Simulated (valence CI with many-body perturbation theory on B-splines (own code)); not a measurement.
Cd XVI: E2, E3, M1, M2 decay

Computed by valence CI with perturbative core correlation (CI+MBPT): five valence electrons over a frozen Dirac-Fock core [Ar] 3d10, a basis of 9 s, 9 p, 8 d, 6 f, 3 g, 1 h functions for each j, with the one-electron correlation potential Σ1 (screened to all orders), the two-electron term Σ2, the three-electron term Σ3, Breit, model QED; selected single and double excitations, second order for the rest (own B-spline code, finite nucleus).

No measured levels were compared; by estimate levels hold to about 250 cm⁻¹ or 0.2 % of their energy and the worst to 1 %, as in measured heavy ions of charge 2 to 7; those with d or f electrons hold less well. Among the levels kept, up to 320 cm⁻¹ of a level comes from second order outside the variational space, and about a tenth of that is noise between levels of different J, which matters for small intervals.

Lines 1 to 20 of 20 in falling wavelength, among levels below 869130 cm⁻¹, chosen from the decays that carry over 1 % of a level's rate. Wavelengths and rates use the calculated energies, so an error of 1000 cm⁻¹ moves a line at 225.7 nm by 2.3 % and its rate by three times that or more. Electric multipoles are in the length gauge, E1 and E2 with the static RPA response of the core. Weak lines are less certain than strong ones. Lines between different terms over intervals too small for the method are left out, as are lines whose strength nearly cancels. Branching is blank where the lifetime is uncertain.

Names give the largest LS component (configuration and term), which can be under half, so a name can repeat, a term be missing and a line seem to break the LS rules; names also repeat where a configuration has a term twice. Letters in brackets count levels of one name in rising energy.

```tsv
λ vac (nm)	Upper	Lower	Type	A (s⁻¹)	Branch %
565.5	4s²4p³ ²D°_5/2	4s²4p³ ²D°_3/2	M1	3.57e+01	6.7
538.5	4s²4p²4d ⁴F_9/2	4s²4p²4d ⁴F_7/2	M1	1.24e+02	
312.2	4s²4p²4d ²G_9/2	4s²4p²4d ²G_7/2	M1	3.55e+02	7.0
225.7	4s²4p³ ²P°_1/2	4s²4p³ ²D°_3/2	M1	1.26e+02	2.8
210.8	4s²4p³ ²P°_3/2	4s²4p³ ²P°_1/2	M1	6.15e+02	5.2
195.4	4s²4p³ ²D°_3/2	4s²4p³ ⁴S°_3/2	M1	2.65e+03	99.9
149.0	4s²4p²4d ²G_9/2	4s²4p²4d ⁴F_9/2	M1	2.05e+03	40.2
145.2	4s²4p³ ²D°_5/2	4s²4p³ ⁴S°_3/2	M1	4.80e+02	90.6
145.2	4s²4p³ ²D°_5/2	4s²4p³ ⁴S°_3/2	E2	1.41e+01	2.7
135.0	4s²4p³ ²P°_3/2	4s²4p³ ²D°_5/2	M1	1.77e+03	15.1
126.0	4s²4p²4d ²G_9/2	4s²4p²4d ²F_7/2 [a]	M1	1.55e+02	3.0
116.7	4s²4p²4d ²G_9/2	4s²4p²4d ⁴F_7/2	M1	2.00e+03	39.1
109.0	4s²4p³ ²P°_3/2	4s²4p³ ²D°_3/2	M1	8.43e+03	71.9
104.7	4s²4p³ ²P°_1/2	4s²4p³ ⁴S°_3/2	M1	4.39e+03	96.2
70.64	4s²4p²4d ⁴F_9/2	4s4p⁴ ²D_5/2	E2	1.33e+01	
69.97	4s²4p³ ²P°_3/2	4s²4p³ ⁴S°_3/2	M1	8.12e+02	6.9
41.51	4s²4p²4d ⁴F_9/2	4s4p⁴ ⁴P_5/2	E2	1.60e+02	
32.47	4s²4p²4d ²G_9/2	4s4p⁴ ⁴P_5/2	E2	4.57e+02	8.9
19.15	4s²4p²4d ⁴F_9/2	4s²4p³ ²D°_5/2	M2	2.51e+02	
16.92	4s²4p²4d ⁴F_9/2	4s²4p³ ⁴S°_3/2	E3	8.82e+00
```
